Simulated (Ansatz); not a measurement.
Consider the formal exchange of groups at the In–C bond: `[CH3][In]([F])[Cl]` + ethane → `C[CH2][In]([F])[Cl]` + CH₄.

Gas-phase electronic energies from Ansatz, PBE0-D4/def2-TZVP geometries. CCSD(T)/CBS is the MP2 limit (def2-TZVPP, def2-QZVPP) plus CCSD(T) − MP2 in def2-TZVPP, frozen cores. This one scheme is used for every species. Functionals use def2-TZVPP. def2 core potentials past Kr. For In outer-core shells are correlated without core-valence functions, which leaves a few kJ/mol of doubt a bond. Each species was taken in one conformer, which may not be the lowest.

`[CH3][In]([F])[Cl]`:

```xyz
7

C     0.612    0.847   -0.386
In   -0.571   -0.770    0.313
F    -1.783   -1.737   -0.865
Cl   -0.698   -1.690    2.434
H     0.424    1.721    0.236
H     1.664    0.573   -0.310
H     0.352    1.056   -1.421
```

`CC`:

```xyz
8

C     0.215   -0.054    0.726
C    -0.215    0.054   -0.726
H    -0.343    0.640    1.360
H     0.051   -1.060    1.118
H     1.277    0.176    0.845
H     0.343   -0.640   -1.360
H    -0.052    1.060   -1.118
H    -1.277   -0.176   -0.845
```

`C[CH2][In]([F])[Cl]`:

Cartesian coordinates in Å:
```
C 0.268 -0.178 -1.392
C 0.414 0.633 -0.114
In -0.570 -0.240 1.576
F -1.541 -1.923 1.386
Cl -0.730 0.473 3.776
H 0.691 -1.179 -1.294
H 0.789 0.319 -2.217
H -0.776 -0.296 -1.687
H -0.003 1.637 -0.214
H 1.458 0.753 0.180
```

CH₄:

```xyz
5

C     0.000    0.000    0.000
H    -0.470    0.527    0.830
H    -0.526   -0.937   -0.179
H     1.041   -0.209    0.245
H    -0.046    0.619   -0.895
```

```json
{"species": "`[CH3][In]([F])[Cl]`", "r2SCANh-D4 energy (Eh)": "-790.20628"}
{"species": "`CC`", "r2SCANh-D4 energy (Eh)": "-79.79887"}
{"species": "`C[CH2][In]([F])[Cl]`", "r2SCANh-D4 energy (Eh)": "-829.50383"}
{"species": "CH₄", "r2SCANh-D4 energy (Eh)": "-40.50000"}
```

Problem. Work out ΔE.

Solution. ΔE = (-829.50383) + (-40.50000) − (-790.20628) − (-79.79887) = 0.00132 Eh = +3.5 kJ/mol. CCSD(T)/CBS gives +2.1 kJ/mol.

Largest T1 diagnostic among the species: 0.014.

Leaving LDA and LC-ωPBE aside and taking each functional with its dispersion term where it has one, the values, not all of them listed here, spread over 5.6 kJ/mol, from BLYP-D4 to PBE-QIDH. In def2-TZVPP, CCSD(T) changes the Hartree–Fock value by −7.9 kJ/mol (the triples alone add −1.5 kJ/mol) and MP2 by −9.4 kJ/mol.
